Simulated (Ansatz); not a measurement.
Mulliken charges of `N=C=N[SiH2][GaH2]` from ωB97M-V/def2-TZVPP in Ansatz (PBE0-D4/def2-TZVP geometry).

```json
{"atom": "N1", "x (Å)": "0.963", "y (Å)": "0.790", "z (Å)": "2.702", "charge (e)": "-0.296"}
{"atom": "C2", "x (Å)": "0.858", "y (Å)": "0.034", "z (Å)": "1.752", "charge (e)": "0.231"}
{"atom": "N3", "x (Å)": "0.691", "y (Å)": "-0.811", "z (Å)": "0.911", "charge (e)": "-0.289"}
{"atom": "Si4", "x (Å)": "-0.181", "y (Å)": "-1.171", "z (Å)": "-0.537", "charge (e)": "0.173"}
{"atom": "Ga5", "x (Å)": "-0.960", "y (Å)": "0.788", "z (Å)": "-1.725", "charge (e)": "0.104"}
{"atom": "H6", "x (Å)": "1.646", "y (Å)": "1.530", "z (Å)": "2.721", "charge (e)": "0.160"}
{"atom": "H7", "x (Å)": "0.730", "y (Å)": "-1.970", "z (Å)": "-1.402", "charge (e)": "-0.019"}
{"atom": "H8", "x (Å)": "-1.315", "y (Å)": "-2.062", "z (Å)": "-0.163", "charge (e)": "-0.016"}
{"atom": "H9", "x (Å)": "-1.863", "y (Å)": "0.634", "z (Å)": "-3.005", "charge (e)": "-0.024"}
{"atom": "H10", "x (Å)": "-0.569", "y (Å)": "2.237", "z (Å)": "-1.254", "charge (e)": "-0.022"}
```

**Question.** By hand: the dipole of these point charges (1 e Å = 4.8032 D).

**Answer.** Σ q r = (-0.090, 0.139, -0.366) e Å, of length 0.402 e Å = 1.93 D.

**Question.** How does the dipole of the full density compare? (Best estimate.)

**Answer.** The calculation gave: (0.112, 0.197, -0.241) e Å, 1.59 D; the point charges give 1.21 times that, at 37° from its direction.

Point charges leave out the atoms' own dipoles, such as those of lone pairs, and Mulliken's split depends on the basis, so the two needn't agree.
